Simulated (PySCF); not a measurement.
Compound: C6H11FO.
Numbering: `[CH3:1]/[CH:2]=[C:3](/[F:4])[CH2:5][O:6][CH2:7][CH3:8]` (hydrogens: H9, H10, H11 on C1; H12 on C2; H13, H14 on C5; H15, H16 on C7; H17, H18, H19 on C8)

Computed by this run: PBE0-D3(BJ)/def2-SVP geometry optimisation, gas phase (PySCF 2.14.0); density fitting, grid level 1; the optimiser is geomeTRIC in internal coordinates, started from a GFN2-xTB structure.

Step 0: E = -11144.0862 eV
```
atom  x, y, z in Å  |  force x, y, z in eV/Å
C1      1.9502    0.5022    1.0785    0.012   0.043  -0.503
C2      1.8603    0.9532   -0.3383    0.030  -0.147   0.597
C3      1.2093    0.3105   -1.2938   -0.203   0.150  -1.140
F4      1.2148    0.8323   -2.5539   -0.025  -0.337   0.528
C5      0.4230   -0.9733   -1.2065   -0.284   0.235   0.469
O6     -0.4914   -1.0131   -0.1386   -0.075   0.189  -0.192
C7     -1.5732   -0.1117   -0.2796    0.113  -0.415   0.542
C8     -2.4701   -0.2447    0.9394    0.537   0.047  -0.695
H9      1.5781    1.2845    1.7390   -0.140   0.240   0.356
H10     2.9913    0.3164    1.3413    0.403  -0.065   0.213
H11     1.3709   -0.4011    1.2386   -0.237  -0.322   0.195
H12     2.3692    1.8735   -0.5927    0.151   0.387  -0.284
H13     1.0995   -1.8180   -1.0391    0.134  -0.184  -0.070
H14    -0.0941   -1.1191   -2.1674    0.017  -0.021  -0.208
H15    -2.1329   -0.3505   -1.1977   -0.101   0.013  -0.218
H16    -1.1976    0.9183   -0.3664    0.049   0.222  -0.087
H17    -3.3189    0.4273    0.8510   -0.388   0.274   0.010
H18    -1.9120    0.0018    1.8382    0.199   0.116   0.414
H19    -2.8285   -1.2666    1.0246   -0.193  -0.424   0.072
```

Step 1: E = -11144.1352 eV
```
atom  x, y, z in Å  |  force x, y, z in eV/Å
C1      1.8614    0.5341    1.0882    0.028  -0.038   0.111
C2      1.8443    0.9399   -0.3449   -0.056   0.161  -0.108
C3      1.2381    0.2834   -1.3347    0.091  -0.208   0.160
F4      1.3948    0.6975   -2.6010   -0.088   0.109  -0.086
C5      0.3965   -0.9688   -1.2521    0.075  -0.001  -0.096
O6     -0.4860   -1.0165   -0.1745    0.048   0.002  -0.012
C7     -1.5411   -0.0929   -0.2491   -0.067   0.076  -0.110
C8     -2.4110   -0.2585    0.9698   -0.062  -0.048   0.085
H9      1.4353    1.3173    1.7385    0.005   0.001  -0.031
H10     2.9026    0.3817    1.4226   -0.050   0.004   0.021
H11     1.2949   -0.3902    1.2624    0.012   0.037   0.001
H12     2.3817    1.8524   -0.6325    0.036  -0.092   0.001
H13     1.0509   -1.8525   -1.1549   -0.034   0.025  -0.022
H14    -0.1334   -1.0598   -2.2227   -0.006   0.002   0.047
H15    -2.1278   -0.2714   -1.1765    0.032   0.007   0.058
H16    -1.1515    0.9438   -0.3146    0.000  -0.064   0.009
H17    -3.2893    0.4034    0.9199    0.046  -0.007  -0.010
H18    -1.8492   -0.0215    1.8865   -0.010  -0.006  -0.024
H19    -2.7631   -1.2993    1.0463    0.000   0.042   0.006
```

Step 2: E = -11144.1417 eV
```
atom  x, y, z in Å  |  force x, y, z in eV/Å
C1      1.8243    0.5656    1.1038    0.040  -0.085  -0.013
C2      1.8529    0.9158   -0.3467    0.000   0.060   0.004
C3      1.2489    0.2630   -1.3408   -0.020   0.013   0.153
F4      1.3908    0.7161   -2.5976    0.031  -0.056  -0.083
C5      0.3929   -0.9794   -1.2838   -0.004   0.040  -0.050
O6     -0.4833   -1.0404   -0.2015    0.008  -0.024   0.037
C7     -1.5272   -0.1006   -0.2455   -0.016   0.029  -0.019
C8     -2.3862   -0.2731    0.9826    0.007  -0.023   0.007
H9      1.4167    1.3943    1.7069    0.001   0.023  -0.037
H10     2.8471    0.3845    1.4749   -0.012  -0.003   0.019
H11     1.2133   -0.3234    1.3029    0.002  -0.018  -0.015
H12     2.4341    1.7947   -0.6471   -0.032   0.028  -0.005
H13     1.0335   -1.8742   -1.2142    0.001   0.007  -0.007
H14    -0.1473   -1.0398   -2.2496   -0.008   0.007   0.004
H15    -2.1263   -0.2500   -1.1677    0.005  -0.013   0.010
H16    -1.1185    0.9277   -0.2946   -0.008   0.001   0.004
H17    -3.2473    0.4104    0.9532    0.008   0.010  -0.002
H18    -1.8084   -0.0643    1.8953    0.002   0.000  -0.002
H19    -2.7620   -1.3051    1.0463   -0.005   0.005  -0.003
```

Task: Estimate the geometry and energy of step 3. (The exact step hangs on the optimiser's Hessian estimate; all steps are aligned on step 2, rigid shifts and turns removed.)

Result: E = -11144.1432 eV, largest force 0.063 eV/Å
```
atom  x, y, z in Å  |  force x, y, z in eV/Å
C1      1.8114    0.5492    1.0938    0.052   0.017   0.028
C2      1.8505    0.9295   -0.3488   -0.039  -0.046  -0.016
C3      1.2522    0.2694   -1.3411   -0.008   0.018   0.007
F4      1.3938    0.7051   -2.6053    0.034   0.003  -0.015
C5      0.4008   -0.9748   -1.2779   -0.007   0.011  -0.008
O6     -0.4739   -1.0338   -0.1938   -0.023  -0.033   0.005
C7     -1.5231   -0.0996   -0.2443   -0.005   0.009   0.005
C8     -2.3783   -0.2645    0.9875    0.010  -0.009  -0.004
H9      1.3858    1.3644    1.7027   -0.002   0.006   0.006
H10     2.8300    0.3729    1.4777    0.004   0.006   0.003
H11     1.2076   -0.3501    1.2673    0.007   0.009  -0.009
H12     2.4214    1.8184   -0.6386   -0.014   0.002   0.003
H13     1.0446   -1.8666   -1.2046    0.003  -0.008  -0.010
H14    -0.1406   -1.0419   -2.2424   -0.004   0.011   0.003
H15    -2.1232   -0.2611   -1.1633   -0.001  -0.012  -0.001
H16    -1.1198    0.9300   -0.3034   -0.005   0.009   0.001
H17    -3.2401    0.4176    0.9531   -0.001   0.009   0.004
H18    -1.7988   -0.0456    1.8966    0.004  -0.001   0.002
H19    -2.7521   -1.2964    1.0615   -0.005  -0.002  -0.004
```

The energy changes by -0.0015 eV. The first-order estimate −F·Δx gives -0.0050 eV and the mean of the old and new forces, exact on a quadratic surface, -0.0015 eV. The step makes an angle of 77° with the force vector and moves no atom by more than 0.045 Å.

What follows is the cost of the whole optimisation. The run took about 7 min of CPU time (one thread, shared machine).
